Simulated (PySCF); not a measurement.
# Computed records: CH₆BGeSi, AlBGeH₃O, CH₇B₂Ge, B₂GeH₅O

Computed with PySCF 2.14.0. Calculation on a computer-drawn molecule: the log of a Hartree-Fock and frozen-core CCSD(T) single point meant for a local Hartree-Fock minimum, with one planted fault or none, to be diagnosed. Offsets are logged minus clean, where the clean run is the same molecule without the fault. The reference is restricted for singlets and unrestricted otherwise, and also for a bond in bohr or an excited solution. Adding or removing an electron swaps singlet and doublet. The excited solution moves the top pair (singlet) or top alpha electron (doublet) to the lowest empty orbital. Highest occupied and lowest empty are orbital energies over both spins, largest force is the largest gradient component, triples share is (T) over the correlation energy, the T1 limit is 0.02 restricted and 0.045 unrestricted, electrons count all cores, a negative frequency is imaginary (commonest isotopes), and the dipole is about the centre of nuclear charge; on germanium a core potential holds 10 electrons, which the energies leave out, and 3d is frozen in MP2 and coupled-cluster steps.

Common to all runs: meant charge 1; meant multiplicity 1; meant basis and core potential on germanium cc-pVDZ-PP ECP10MDF; logged SCF converged yes; logged CC converged yes; logged SCF stable within its kind yes; possible faults no fault, one electron removed, one electron added, multiplicity raised by two, geometry at a saddle point, SCF held on an excited solution, minimal basis STO-3G, one bond length entered in bohr, all coordinates scaled.

(1) 
```xyz
10
formula=CH6BGeSi meant_basis=cc-pV(D+d)Z logged_electrons=63 logged_basis_functions=104 logged_spin_squared=0.8535 logged_highest_occupied=-6.0986 logged_lowest_empty=1.9669 logged_largest_force=0.038195 logged_T1_diagnostic=0.023016 logged_D1_diagnostic=0.087553 logged_triples_share=0.035064 logged_dipole_magnitude=1.6825 logged_energy_HF=-648.24673 logged_energy_CCSD(T)=-648.71444 planted_fault=one_electron_added HF_energy_offset_from_clean_run=-120.8 CCSD(T)_energy_offset_from_clean_run=-132.2
B     -0.4907    -1.4656    -1.3817
C     -1.5397    -0.5483    -1.5218
Si    -2.0680     0.3056    -0.1072
Ge    -2.3435    -0.3115    -3.3787
H      0.3871    -2.2374    -1.2796
H     -1.4549     0.0971     1.2058
H     -3.1575     1.2799    -0.1608
H     -3.8098    -0.6841    -3.2405
H     -1.5754    -1.2585    -4.2850
H     -2.1304     1.1502    -3.7337
```

Units: logged_highest_occupied, logged_lowest_empty in eV; logged_largest_force in hartree/bohr; logged_dipole_magnitude in debye; logged_energy_HF, logged_energy_CCSD(T) in hartree; HF_energy_offset_from_clean_run, CCSD(T)_energy_offset_from_clean_run in kcal/mol.

Drawn bonds:
```csv
atom,other atom,order
1,2,1
2,3,2
2,4,1
1,5,1
3,6,1
3,7,1
4,8,1
4,9,1
4,10,1
```

(2) 
```xyz
7
formula=AlBGeH3O meant_basis=cc-pV(D+d)Z logged_electrons=61 logged_basis_functions=89 logged_spin_squared=0.7688 logged_highest_occupied=-8.2745 logged_lowest_empty=0.63218 logged_largest_force=0.024512 logged_T1_diagnostic=0.029621 logged_D1_diagnostic=0.077151 logged_triples_share=0.037494 logged_dipole_magnitude=6.2161 logged_energy_HF=-636.4764 logged_energy_CCSD(T)=-636.93517 planted_fault=one_electron_added HF_energy_offset_from_clean_run=-163.2 CCSD(T)_energy_offset_from_clean_run=-166.3
B     -1.8145     0.1887     0.7968
Ge    -0.2368     0.1874     2.2090
Al     1.8743     0.4012     0.8702
O      2.9463     0.5408    -0.2611
H     -2.6960     0.1893     0.0066
H     -0.6039     1.3894     3.0659
H     -0.4544    -1.1520     2.8963
```

Units: logged_highest_occupied, logged_lowest_empty in eV; logged_largest_force in hartree/bohr; logged_dipole_magnitude in debye; logged_energy_HF, logged_energy_CCSD(T) in hartree; HF_energy_offset_from_clean_run, CCSD(T)_energy_offset_from_clean_run in kcal/mol.

Drawn bonds:
```csv
atom,other atom,order
1,2,1
2,3,1
3,4,2
1,5,1
2,6,1
2,7,1
```

(3) 
```xyz
11
formula=CH7B2Ge meant_basis=cc-pVDZ logged_electrons=54 logged_basis_functions=100 logged_spin_squared=2.0577 logged_highest_occupied=-13.79 logged_lowest_empty=-7.8624 logged_largest_force=0.041662 logged_T1_diagnostic=0.025558 logged_D1_diagnostic=0.12987 logged_triples_share=0.029726 logged_dipole_magnitude=1.4653 logged_energy_HF=-384.23888 logged_energy_CCSD(T)=-384.67582
B      0.7648    -3.1726     0.7569
Ge     0.6651    -1.0656     1.0289
B      1.7978    -0.0778    -0.4684
C      1.7688     1.4759    -0.5504
H      0.8238    -4.3463     0.6023
H      1.1916    -0.9850     2.4610
H     -0.8518    -0.8879     1.0055
H      2.3996    -0.7602    -1.2414
H      1.4086     2.0054     0.3313
H      1.0800     1.7072    -1.3793
H      2.7395     1.8773    -0.8518
```

Units: logged_highest_occupied, logged_lowest_empty in eV; logged_largest_force in hartree/bohr; logged_dipole_magnitude in debye; logged_energy_HF, logged_energy_CCSD(T) in hartree.

Drawn bonds:
```csv
atom,other atom,order
1,2,1
2,3,1
3,4,1
1,5,1
2,6,1
2,7,1
3,8,1
4,9,1
4,10,1
4,11,1
```

(4) 
```xyz
9
formula=B2GeH5O meant_basis=cc-pVDZ logged_electrons=53 logged_basis_functions=90 logged_spin_squared=0.7685 logged_highest_occupied=-23.588 logged_lowest_empty=-13.439 logged_largest_force=0.094085 logged_T1_diagnostic=0.024326 logged_D1_diagnostic=0.099036 logged_triples_share=0.030231 logged_dipole_magnitude=5.3331 logged_energy_HF=-419.6997 logged_energy_CCSD(T)=-420.16047
B     -0.8754     0.7221     2.4721
Ge    -0.7381     0.4835     0.3690
B     -0.1058    -1.5199    -0.0293
O     -0.7079    -2.2922    -0.9137
H     -0.9489     0.8688     3.6456
H     -2.1387     0.9476    -0.0290
H      0.2955     1.5762     0.0992
H      0.8366    -1.9204     0.5803
H     -1.4553    -1.9736    -1.3994
```

Units: logged_highest_occupied, logged_lowest_empty in eV; logged_largest_force in hartree/bohr; logged_dipole_magnitude in debye; logged_energy_HF, logged_energy_CCSD(T) in hartree.

Drawn bonds:
```csv
atom,other atom,order
1,2,1
2,3,1
3,4,1
1,5,1
2,6,1
2,7,1
3,8,1
4,9,1
```

Q: CH₇B₂Ge (entry 3): planted fault?
A: multiplicity raised by two

Q: B₂GeH₅O (entry 4): planted fault?
A: one electron removed

Further results for CH₇B₂Ge (entry 3):

* HF energy offset from clean run: 70.12 kcal/mol
* CCSD(T) energy offset from clean run: 76.77 kcal/mol

Further results for B₂GeH₅O (entry 4):

* HF energy offset from clean run: 332.5 kcal/mol
* CCSD(T) energy offset from clean run: 343.3 kcal/mol
